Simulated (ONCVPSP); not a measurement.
## What one change does to a pseudopotential (lanthanum (La), ONCV)

La (Z = 57), optimised norm-conserving Vanderbilt (ONCV), made with ONCVPSP 4.0.1 (BLYP, scalar-relativistic). Core [Kr], reference 4d10 5s2 5p6 5d1 6s2. Waves: 5s+6s: rc 2.05 bohr, ncon 4, nbas 8, qcut 4.4 1/bohr, 2 projectors; 5p: rc 1.90 bohr, ncon 4, nbas 7, qcut 4.8 1/bohr, 2 projectors, debl 0.4 Ha; 4d+5d: rc 1.15 bohr, ncon 4, nbas 8, qcut 15.8 1/bohr, 3 projectors, debl 3.2 Ha; f scattering state at 0.11 Ha: rc 1.70 bohr, ncon 4, nbas 8, qcut 6.8 1/bohr, 2 projectors, debl 2.2 Ha. Local part: polynomial inside 1.15 bohr (lpopt 5, dvloc0 6 Ha). Core correction: Teter function fitted to the true core (icmod 2), fcfact 0.45.

In the p channel the program set the typed energies aside and used -0.814, 0.250 Ha. In the f channel the program set the typed energies aside and used -0.151, 2.049 Ha.

Change: all radii but the core radius scaled by about 1.24 (s 2.54, p 2.34, d 1.42, f 2.10 bohr); local potential polynomial inside 1.42 bohr (lpopt 5, dvloc0 6 Ha).

Cutoffs: the cutoffs (Ha) at which the residual kinetic energy of the hardest occupied pseudo-wave falls to 1 and 0.1 mHa per electron; they do not see the model core or the augmentation charge, which bear on the density cutoff. Errors are all-electron minus pseudo energies relative to the spin-unpolarised reference configuration.

Task: Predict the effect on cutoff, ghosts and configuration errors.

Result: The potential gets neither clearly harder nor softer (77 Ha and 90 Ha → 72 Ha and 85 Ha); the bound ghost in s disappears; of the 4 tests that both files solve, the error grows in 1 and shrinks in 0 by more than 15 % and 0.3 meV (median size 3.6 → 3.7 meV).

```tsv
quantity	base	changed
cutoff, loose	77 Ha	72 Ha
cutoff, tight	90 Ha	85 Ha
loose cutoff by channel	s 9.5 Ha, p 13 Ha, d 77 Ha	s 6.9 Ha, p 8.2 Ha, d 72 Ha
bound ghosts	s	none
GHOST(+) flags under 300 eV	p at 131.1 eV	none
error for 4d10 5s2 5p6 5d1 6s1, meV [ΔE 5.87 eV]	-1.1	-1.3
error for 4d10 5s2 5p6 5d1 6s0, meV [ΔE 16.83 eV]	-3.6	-5.4
error for 4d10 5s2 5p6 5d0 6s0, meV [ΔE 35.70 eV]	-4.4	-4.0
error for 4d10 5s2 5p6 5d2 6s1, meV [ΔE 0.84 eV]	-3.7	-3.4
rms error of d²Exc/dni dnj with the model core, mHa	0.81	1.51
```

 A true bound ghost makes a file unfit for plane-wave use even where its test errors are small: the radial tests pick states by their node count and pass the ghost by.
